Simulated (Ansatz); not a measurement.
Tetraphenylphosphonium pentafluorobenzenesulfonate (C30H20F5O3PS) was relaxed with PBE-D4 (def2-SVP) in Ansatz in these states: charge -1 doublet, neutral singlet. The geometries follow in no particular order.

Single mean-field runs in def2-SVP are fitted with def2-universal-jkfit.

A:

Cartesian coordinates in Å:
```
O 0.128 5.223 1.162
S 0.070 3.814 0.690
O -0.037 3.634 -0.794
O 1.046 2.879 1.338
C -1.587 3.238 1.333
C -2.763 3.500 0.614
F -2.742 4.108 -0.577
C -4.020 3.096 1.089
F -5.129 3.300 0.352
C -4.125 2.443 2.323
F -5.322 2.022 2.766
C -2.967 2.195 3.073
F -3.066 1.576 4.262
C -1.719 2.622 2.589
F -0.666 2.390 3.385
C 1.942 -1.459 3.916
C 1.408 -0.258 3.417
C 1.020 -0.151 2.076
C 1.141 -1.273 1.219
P 0.792 -1.012 -0.546
C -0.758 -0.068 -0.626
C -1.796 -0.429 0.274
C -3.101 0.025 0.067
C -3.404 0.843 -1.038
C -2.380 1.203 -1.933
C -1.075 0.742 -1.743
C 0.628 -2.608 -1.354
C -0.142 -3.635 -0.718
C -0.512 -4.785 -1.416
C -0.166 -4.954 -2.774
C 0.542 -3.919 -3.428
C 0.917 -2.763 -2.745
C 2.129 -0.078 -1.330
C 3.299 -0.756 -1.756
C 4.405 -0.029 -2.209
C 4.377 1.379 -2.217
C 3.233 2.051 -1.753
C 2.116 1.337 -1.301
C 1.728 -2.465 1.706
C 2.111 -2.558 3.050
H 2.247 -1.536 4.971
H 1.293 0.623 4.067
H 0.671 0.825 1.697
H -1.566 -1.061 1.145
H -3.891 -0.245 0.785
H -4.427 1.222 -1.184
H -2.596 1.876 -2.775
H -0.290 1.029 -2.456
H -0.449 -3.516 0.332
H -1.088 -5.567 -0.895
H -0.465 -5.861 -3.320
H 0.799 -4.019 -4.495
H 1.441 -1.959 -3.283
H 3.338 -1.855 -1.724
H 5.303 -0.566 -2.551
H 5.254 1.948 -2.565
H 3.189 3.150 -1.723
H 1.254 1.910 -0.925
H 1.877 -3.319 1.029
H 2.547 -3.497 3.426
```

B:

```xyz
60

O     3.867    2.387   -0.142
S     2.839    1.412   -0.564
O     3.323    0.066   -0.998
O     1.651    1.322    0.376
C     2.092    2.171   -2.075
C     2.379    1.727   -3.374
F     3.194    0.697   -3.615
C     1.760    2.311   -4.494
F     1.988    1.822   -5.722
C     0.880    3.390   -4.330
F     0.283    3.942   -5.391
C     0.602    3.866   -3.038
F    -0.243    4.894   -2.876
C     1.226    3.269   -1.932
F     0.926    3.771   -0.726
C    -3.047    2.726    2.425
C    -1.739    3.013    2.001
C    -0.903    1.995    1.521
C    -1.400    0.674    1.458
P    -0.331   -0.660    0.823
C    -0.059   -0.456   -0.957
C    -0.833    0.494   -1.653
C    -0.788    0.531   -3.052
C     0.039   -0.358   -3.756
C     0.818   -1.291   -3.058
C     0.763   -1.356   -1.660
C    -1.328   -2.204    0.903
C    -2.291   -2.439   -0.103
C    -3.086   -3.592   -0.058
C    -2.921   -4.523    0.981
C    -1.957   -4.298    1.975
C    -1.161   -3.143    1.940
C     1.051   -0.925    1.967
C     0.748   -0.798    3.339
C     1.735   -1.076    4.296
C     3.016   -1.475    3.886
C     3.313   -1.581    2.517
C     2.339   -1.306    1.549
C    -2.712    0.379    1.885
C    -3.530    1.410    2.371
H    -3.694    3.533    2.802
H    -1.357    4.044    2.040
H     0.126    2.204    1.183
H    -1.466    1.204   -1.104
H    -1.393    1.273   -3.594
H     0.095   -0.307   -4.854
H     1.487   -1.972   -3.604
H     1.357   -2.111   -1.128
H    -2.412   -1.723   -0.930
H    -3.833   -3.768   -0.846
H    -3.542   -5.431    1.010
H    -1.816   -5.030    2.784
H    -0.400   -2.979    2.716
H    -0.251   -0.466    3.662
H     1.502   -0.965    5.365
H     3.793   -1.684    4.637
H     4.328   -1.851    2.190
H     2.621   -1.290    0.485
H    -3.097   -0.649    1.841
H    -4.553    1.179    2.706
```

Problem. Judge from the bond lengths which geometry belongs to which state (an estimate).

Solution. A is the charge -1 doublet (P20–C27 1.797 Å, C27–C32 1.429 Å, S2–C5 1.868 Å); B is the neutral singlet (P20–C27 1.840 Å, C27–C32 1.409 Å, S2–C5 1.848 Å).

At PBE-D4/def2-SVP the highest occupied level of the relaxed charge -1 doublet lies above zero (up to 0.12 eV). By energy differences its removal costs 1.30 eV (each at its own geometry, to the charge 0 singlet, at PBE-D4/def2-SVP); self-interaction error and the lack of diffuse functions both raise the level.
